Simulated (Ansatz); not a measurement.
Cost and result up the ladder for the cluster Ga₄F₄ (the lowest singlet isomer of a short search) (8 atoms). Total charge 0; singlet. Geometry: r2SCAN-D4/def2-SVP.

Cartesian coordinates in Å:
```
Ga -1.3836 -0.0704 -1.5484
Ga 1.0319 1.8017 -0.0757
Ga 1.3405 -1.5752 -0.1966
Ga -0.9888 -0.1561 1.8206
F -1.0296 1.2092 0.1517
F 0.7595 0.1200 -1.3979
F 1.0627 0.0542 1.1887
F -0.7925 -1.3834 0.0575
```

Ansatz on 4 threads of Arm Neoverse V1 on a shared host. Times are rough, and most runs start from the orbitals of an earlier one. PBE0-D4/def2-TZVP serves as the yardstick here, not as an exact answer. Differences are given only for rows in sets of like size (and for xTB, whose basis is part of the method), since another set adds its own error. Binding counts from free atoms at the same level (Ga doublet, F doublet; other spins of the atoms weren't run), without zero-point energy or a counterpoise term.

LC-ωPBE has ω = 0.4 bohr⁻¹. B3LYP takes the VWN-RPA correlation. Correlated methods freeze 40 core orbitals; core or outer-core shells of Ga are correlated, in sets that lack core-valence functions. The structure comes from a short search, and lower isomers may exist.

Correlated methods converge slowly with the basis.

| level | functions | wall time | binding energy per atom (eV) | difference from PBE0-D4/def2-TZVP (eV) |
| --- | --- | --- | --- | --- |
| PBE-D4/def2-SVP | 184 | 3.5 s | 3.63 | – |
| PBE0-D4/def2-SVP | 184 | 6.5 s | 3.44 | – |
| PBE-D4/def2-TZVP (with forces) | 316 | 9.5 s | 3.48 | 0.17 |
| LC-ωPBE/def2-TZVP | 316 | 11 s | 3.33 | 0.02 |
| r2SCAN-D4/def2-TZVP | 316 | 17 s | 3.42 | 0.11 |
| B3LYP-D4/def2-TZVP | 316 | 19 s | 3.35 | 0.04 |
| MP2/def2-TZVP | 316 | 21 s | 3.49 | 0.18 |
| RPA@PBE/def2-TZVP | 316 | 21 s | 3.05 | -0.26 |
| PBE0-D4/def2-TZVP | 316 | 22 s | 3.31 | 0.00 |
| B2PLYP/def2-TZVP | 316 | 27 s | 3.33 | 0.02 |
